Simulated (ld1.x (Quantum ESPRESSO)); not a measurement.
Reading a pseudo-wave (Ta (Z = 73))

Columns: radius, all-electron u(r) and pseudo u(r) of the 6s shell (level -5.70 eV) of tantalum in the configuration [Xe] 4f14 5d3 6s1.75 6p0.25; PBE, scalar-relativistic, TM scheme, ld1.x (Quantum ESPRESSO) 7.5.

```tsv
r (bohr)	all-electron	pseudo
0.185	0.0952	-0.0732
0.370	-0.1808	-0.1313
0.555	0.0410	-0.1643
0.740	0.2558	-0.1732
0.925	0.2851	-0.1697
1.110	0.1829	-0.1695
1.295	0.0242	-0.1861
1.480	-0.1415	-0.2307
1.665	-0.2887	-0.3092
1.850	-0.4078	-0.4088
2.035	-0.4974	-0.4974
2.220	-0.5601	-0.5601
2.405	-0.5997	-0.5997
2.590	-0.6204	-0.6204
2.775	-0.6259	-0.6259
2.960	-0.6194	-0.6194
3.145	-0.6037	-0.6037
3.330	-0.5812	-0.5812
3.515	-0.5541	-0.5541
3.700	-0.5237	-0.5237
3.885	-0.4915	-0.4915
4.070	-0.4586	-0.4586
4.255	-0.4256	-0.4256
4.440	-0.3934	-0.3934
4.625	-0.3622	-0.3622
4.810	-0.3324	-0.3324
```

Question: How many radial nodes do the two functions have?

Answer: The all-electron 6s function has n − l − 1 = 5 (the table is too coarse to show those close to the nucleus); the pseudo-wave has 0, since the states of the same l below it are removed with the core.

Question: At about which radius was the pseudo-wave matched?

Answer: 2.05 bohr, where the columns begin to agree (steps of 0.18 bohr).

Question: Is the pseudo-wave norm-conserving?

Answer: Yes: the TM scheme keeps the norm inside the radius equal to the all-electron one, which fixes the energy derivative of the logarithmic derivative at the level.
